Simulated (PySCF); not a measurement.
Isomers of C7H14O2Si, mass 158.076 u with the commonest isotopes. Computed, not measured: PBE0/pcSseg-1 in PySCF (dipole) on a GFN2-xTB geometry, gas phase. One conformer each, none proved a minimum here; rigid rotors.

**Question.** Order these by rotational constant B, largest first.
A. `[CH2:1]1[CH2:2][CH2:3][CH:4]([C@@H:5]2[CH2:6][O:7][SiH2:8][O:9]2)[CH2:10]1` with C3–C4–C5–C6 60°, C10–C1–C2–C3 -42°, C1–C2–C3–C4 29°, C2–C3–C4–C5 118°, C4–C5–C6–O7 -113°
B. `[CH2:1]=[C:2]([O:3][SiH2:4][OH:5])[CH:6]1[CH2:7][CH2:8][CH2:9][CH2:10]1` with C1–C2–O3–Si4 -9°, C2–O3–Si4–O5 -179°, O3–Si4–O5–H 34°, C1–C2–C6–C7 87°, C2–C6–C7–C8 -133°, C6–C7–C8–C9 31°, C7–C8–C9–C10 -42°, C8–C9–C10–C6 36°
C. `[CH3:1][O:2][Si@@H:3]1[CH2:4][CH2:5][C@H:6]([CH2:7][CH:8]=[O:9])[CH2:10]1` with C1–O2–Si3–C4 -177°, C5–C6–C7–C8 61°, C6–C7–C8–O9 -135°, O2–Si3–C4–C5 -132°, Si3–C4–C5–C6 37°, C4–C5–C6–C7 70°, C5–C6–C10–Si3 37°
D. `[CH3:1][O:2][CH2:3][C:4](=[O:5])/[CH:6]=[CH:7]/[SiH:8]([CH3:9])[CH3:10]` with C1–O2–C3–C4 70°, O2–C3–C4–O5 -149°, C3–C4–C6–C7 -174°, C6–C7–Si8–C9 121°
E. `[CH3:1][O:2][Si@@H:3]1[CH2:4][CH2:5][C@@H:6]([CH2:7][CH:8]=[O:9])[CH2:10]1` with C1–O2–Si3–C4 -79°, C5–C6–C7–C8 -59°, C6–C7–C8–O9 130°, O2–Si3–C4–C5 -101°, Si3–C4–C5–C6 -34°, C4–C5–C6–C7 -71°, C5–C6–C10–Si3 -40°
F. `[CH3:1][C:2](=[O:3])[C@@H:4]1[CH2:5][Si@H:6]([CH3:7])[O:8][C@@H:9]1[CH3:10]` with C1–C2–C4–C5 -137°, C2–C4–C5–Si6 -85°, C4–C5–Si6–C7 104°, C5–Si6–O8–C9 -8°, Si6–O8–C9–C10 155°

**Answer.** F (987.0 MHz), A (773.1 MHz), C (682.7 MHz), E (545.8 MHz), B (522.1 MHz), D (465.2 MHz).

**Question.** Order these by out-of-plane moment Σ m c² = (Ia + Ib − Ic)/2, smallest first.
A. `[CH3:1][CH2:2][CH2:3][Si@@H:4]1[CH2:5][CH2:6][C@H:7]1[O:8][CH:9]=[O:10]` with C1–C2–C3–Si4 -178°, C2–C3–Si4–C5 -69°, C6–C7–O8–C9 133°, C7–O8–C9–O10 0°, C3–Si4–C5–C6 -129°, Si4–C5–C6–C7 20°, C5–C6–C7–O8 -140°, C3–Si4–C7–C6 131°
B. `[CH3:1][O:2][Si@@H:3]1[CH2:4][CH2:5][C@@H:6]([CH2:7][CH:8]=[O:9])[CH2:10]1` with C1–O2–Si3–C4 -79°, C5–C6–C7–C8 -59°, C6–C7–C8–O9 130°, O2–Si3–C4–C5 -101°, Si3–C4–C5–C6 -34°, C4–C5–C6–C7 -71°, C5–C6–C10–Si3 -40°
C. `[CH3:1][C:2](=[O:3])[C@@H:4]1[CH2:5][Si@H:6]([CH3:7])[O:8][C@@H:9]1[CH3:10]` with C1–C2–C4–C5 -137°, C2–C4–C5–Si6 -85°, C4–C5–Si6–C7 104°, C5–Si6–O8–C9 -8°, Si6–O8–C9–C10 155°
D. `[CH2:1]1[CH2:2][CH2:3][CH:4]([C@@H:5]2[CH2:6][O:7][SiH2:8][O:9]2)[CH2:10]1` with C3–C4–C5–C6 60°, C10–C1–C2–C3 -42°, C1–C2–C3–C4 29°, C2–C3–C4–C5 118°, C4–C5–C6–O7 -113°
E. `[CH2:1]=[C:2]([CH3:3])[C@@:4]1([CH2:5][CH3:6])[CH2:7][O:8][SiH2:9][O:10]1` with C1–C2–C4–C5 -76°, C2–C4–C5–C6 -177°, C2–C4–C7–O8 136°, C4–C7–O8–Si9 -16°, C7–O8–Si9–O10 9°, O8–Si9–O10–C4 1°
F. `[CH3:1][O:2][Si@@H:3]1[CH2:4][CH2:5][C@H:6]([CH2:7][CH:8]=[O:9])[CH2:10]1` with C1–O2–Si3–C4 -177°, C5–C6–C7–C8 61°, C6–C7–C8–O9 -135°, O2–Si3–C4–C5 -132°, Si3–C4–C5–C6 37°, C4–C5–C6–C7 70°, C5–C6–C10–Si3 37°
G. `[CH3:1][O:2][CH2:3][C:4](=[O:5])/[CH:6]=[CH:7]/[SiH:8]([CH3:9])[CH3:10]` with C1–O2–C3–C4 70°, O2–C3–C4–O5 -149°, C3–C4–C6–C7 -174°, C6–C7–Si8–C9 121°
H. `[CH2:1]=[C:2]([O:3][SiH2:4][OH:5])[CH:6]1[CH2:7][CH2:8][CH2:9][CH2:10]1` with C1–C2–O3–Si4 -9°, C2–O3–Si4–O5 -179°, O3–Si4–O5–H 34°, C1–C2–C6–C7 87°, C2–C6–C7–C8 -133°, C6–C7–C8–C9 31°, C7–C8–C9–C10 -42°, C8–C9–C10–C6 36°

**Answer.** A (36.58 u·Å²), H (50.78 u·Å²), B (65.92 u·Å²), G (79.31 u·Å²), D (94.75 u·Å²), C (99.95 u·Å²), F (100.86 u·Å²), E (120.22 u·Å²).

**Question.** Order these by radius of gyration √(Σ m r²/M), largest first.
A. `[CH2:1]=[C:2]([O:3][SiH2:4][OH:5])[CH:6]1[CH2:7][CH2:8][CH2:9][CH2:10]1` with C1–C2–O3–Si4 -9°, C2–O3–Si4–O5 -179°, O3–Si4–O5–H 34°, C1–C2–C6–C7 87°, C2–C6–C7–C8 -133°, C6–C7–C8–C9 31°, C7–C8–C9–C10 -42°, C8–C9–C10–C6 36°
B. `[CH2:1]1[CH2:2][CH2:3][CH:4]([C@@H:5]2[CH2:6][O:7][SiH2:8][O:9]2)[CH2:10]1` with C3–C4–C5–C6 60°, C10–C1–C2–C3 -42°, C1–C2–C3–C4 29°, C2–C3–C4–C5 118°, C4–C5–C6–O7 -113°
C. `[CH3:1][O:2][Si@@H:3]1[CH2:4][CH2:5][C@@H:6]([CH2:7][CH:8]=[O:9])[CH2:10]1` with C1–O2–Si3–C4 -79°, C5–C6–C7–C8 -59°, C6–C7–C8–O9 130°, O2–Si3–C4–C5 -101°, Si3–C4–C5–C6 -34°, C4–C5–C6–C7 -71°, C5–C6–C10–Si3 -40°
D. `[CH3:1][O:2][CH2:3][C:4](=[O:5])/[CH:6]=[CH:7]/[SiH:8]([CH3:9])[CH3:10]` with C1–O2–C3–C4 70°, O2–C3–C4–O5 -149°, C3–C4–C6–C7 -174°, C6–C7–Si8–C9 121°
E. `[CH3:1][CH2:2][CH2:3][Si@@H:4]1[CH2:5][CH2:6][C@H:7]1[O:8][CH:9]=[O:10]` with C1–C2–C3–Si4 -178°, C2–C3–Si4–C5 -69°, C6–C7–O8–C9 133°, C7–O8–C9–O10 0°, C3–Si4–C5–C6 -129°, Si4–C5–C6–C7 20°, C5–C6–C7–O8 -140°, C3–Si4–C7–C6 131°
F. `[CH3:1][C:2](=[O:3])[C@@H:4]1[CH2:5][Si@H:6]([CH3:7])[O:8][C@@H:9]1[CH3:10]` with C1–C2–C4–C5 -137°, C2–C4–C5–Si6 -85°, C4–C5–Si6–C7 104°, C5–Si6–O8–C9 -8°, Si6–O8–C9–C10 155°
G. `[CH3:1][O:2][Si@@H:3]1[CH2:4][CH2:5][C@H:6]([CH2:7][CH:8]=[O:9])[CH2:10]1` with C1–O2–Si3–C4 -177°, C5–C6–C7–C8 61°, C6–C7–C8–O9 -135°, O2–Si3–C4–C5 -132°, Si3–C4–C5–C6 37°, C4–C5–C6–C7 70°, C5–C6–C10–Si3 37°

**Answer.** D (2.838 Å), A (2.626 Å), C (2.558 Å), E (2.478 Å), G (2.419 Å), B (2.213 Å), F (2.127 Å).

```
                          SMILES  point group  Ia (u·Å²)  Ib (u·Å²)  Ic (u·Å²)      κ  μa (D)  μb (D)  μc (D)
      CO[Si@@H]1CC[C@@H](CC=O)C1           C1     174.14     926.02     968.33  -0.98    2.37    1.10    0.69
          COCC(=O)/C=C/[SiH](C)C           C1     266.12    1086.33    1193.84  -0.94    1.06    1.71    0.24
CC(=O)[C@@H]1C[Si@H](C)O[C@@H]1C           C1     302.77     512.03     614.89  -0.61    2.24    0.33    2.06
       CO[Si@@H]1CC[C@H](CC=O)C1           C1     285.54     740.31     824.13  -0.88    2.40    1.52    2.45
      C=C(C)[C@@]1(CC)CO[SiH2]O1           C1     320.49     508.20     588.26  -0.62    0.55    0.34    0.24
      C1CCC([C@@H]2CO[SiH2]O2)C1           C1     215.36     653.67     679.53  -0.96    0.62    0.70    0.02
         CCC[Si@@H]1CC[C@H]1OC=O           C1     276.04     730.90     933.78  -0.77    0.48    0.45    0.74
            C=C(O[SiH2]O)C1CCCC1           C1     173.33     967.89    1039.67  -0.97    1.55    0.94    0.29
```
